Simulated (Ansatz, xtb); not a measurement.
# BClGeH5NO: which of two isomers lies lower

Structure I: `NB(Cl)[O][GeH3]`, a singlet. Structure II: `OB(Cl)[NH][GeH3]`, a singlet. Both are isolated molecules in the gas phase, relaxed with r2SCAN-D4/def2-SVP; the shapes shown needn't be the lowest conformers.

I (Å):

```json
{"atom": "B", "x (Å)": "-0.3472", "y (Å)": "0.4165", "z (Å)": "0.5393"}
{"atom": "Cl", "x (Å)": "0.6935", "y (Å)": "1.0205", "z (Å)": "-0.8161"}
{"atom": "Ge", "x (Å)": "-2.3673", "y (Å)": "-0.1895", "z (Å)": "-1.3392"}
{"atom": "N", "x (Å)": "0.1733", "y (Å)": "0.4696", "z (Å)": "1.8385"}
{"atom": "O", "x (Å)": "-1.5852", "y (Å)": "-0.0663", "z (Å)": "0.2793"}
{"atom": "H", "x (Å)": "-0.3636", "y (Å)": "0.1458", "z (Å)": "2.6333"}
{"atom": "H", "x (Å)": "1.0937", "y (Å)": "0.8256", "z (Å)": "2.0544"}
{"atom": "H", "x (Å)": "-3.7351", "y (Å)": "-0.7983", "z (Å)": "-1.0174"}
{"atom": "H", "x (Å)": "-1.5296", "y (Å)": "-1.1175", "z (Å)": "-2.2251"}
{"atom": "H", "x (Å)": "-2.4999", "y (Å)": "1.2161", "z (Å)": "-1.9343"}
```

II (Å):

```json
{"atom": "B", "x (Å)": "-0.1453", "y (Å)": "-0.6806", "z (Å)": "-1.7024"}
{"atom": "Cl", "x (Å)": "-1.3011", "y (Å)": "0.6875", "z (Å)": "-1.4725"}
{"atom": "Ge", "x (Å)": "-1.5325", "y (Å)": "-2.0790", "z (Å)": "0.4529"}
{"atom": "N", "x (Å)": "-0.2752", "y (Å)": "-1.8124", "z (Å)": "-0.8814"}
{"atom": "O", "x (Å)": "0.8203", "y (Å)": "-0.5917", "z (Å)": "-2.6564"}
{"atom": "H", "x (Å)": "0.7908", "y (Å)": "0.2400", "z (Å)": "-3.1433"}
{"atom": "H", "x (Å)": "0.3942", "y (Å)": "-2.5614", "z (Å)": "-1.0416"}
{"atom": "H", "x (Å)": "-2.9454", "y (Å)": "-2.0462", "z (Å)": "-0.1413"}
{"atom": "H", "x (Å)": "-1.3815", "y (Å)": "-1.0086", "z (Å)": "1.5399"}
{"atom": "H", "x (Å)": "-1.2177", "y (Å)": "-3.4711", "z (Å)": "1.0191"}
```

Energies in hartree; the thermal terms are from r2SCAN-D4/def2-SVP harmonic frequencies (ideal gas, rigid rotor, one conformer each, 298.15 K, 1 atm) and include the zero-point energy:

|  | I | II |
| --- | --- | --- |
| E, CCSD(T)/def2-SVP | −2692.275286 | −2692.266900 |
| E, MP2/def2-SVP | −2692.217643 | −2692.209347 |
| E, MP2/def2-TZVPP | −2693.017948 | −2693.009429 |
| zero-point energy | 0.060885 | 0.060948 |
| H(298 K) − E | 0.069127 | 0.069048 |
| G(298 K) − E | 0.028096 | 0.028321 |

**Question.** Correct the CCSD(T) difference for the basis set by the MP2 change, then work out ΔE, ΔE₀, ΔH and ΔG for I → II in kJ/mol (1 Eh = 2625.50 kJ/mol) and the equilibrium ratio [II]/[I].

**Answer.** 1. Differences II − I: CCSD(T) +0.008386, MP2 in the small set +0.008296, MP2 in the large set +0.008519 Eh.
2. ΔE = +0.008386 + (+0.008519 − (+0.008296)) = +0.008609 Eh = +22.60 kJ/mol.
3. ΔE₀ = ΔE + ΔZPE = +0.008609 + (+0.000063) Eh = +22.77 kJ/mol.
4. ΔH = ΔE + (−0.000079) Eh = +22.40 kJ/mol.
5. ΔG = ΔE + (+0.000225) Eh = +23.19 kJ/mol, so ΔS = (ΔH − ΔG)/T = −2.7 J/(mol K).
6. kT = 0.9442 mEh, so K = [II]/[I] = exp(−ΔG/kT) = exp(−9.36) ≈ 8.6 × 10^−5.

Structure I is favoured at this temperature. An error of 4 kJ/mol in ΔG would change K by a factor of 5. Mirror images and further conformers aren't counted.

As drawn, II has 1 Ge–N, 1 O–H in place of 1 Ge–O, 1 N–H.

Other levels gave ΔE = +33.0 (GFN2-xTB); +18.2 (HF/STO-3G, GFN2-xTB geometries); +28.8 (r2SCAN-D4/def2-SVP//GFN2-xTB); +23.1 (r2SCAN-D4/def2-SVP); +27.5 (HF/def2-SVP); +21.8 (MP2/def2-SVP); +22.0 (CCSD(T)/def2-SVP) kJ/mol. The correlated steps freeze 17 core orbitals; the filled d shell of Ge is correlated, in a basis made for valence electrons. Programs: Ansatz 0.2.0, xtb 6.7.1.
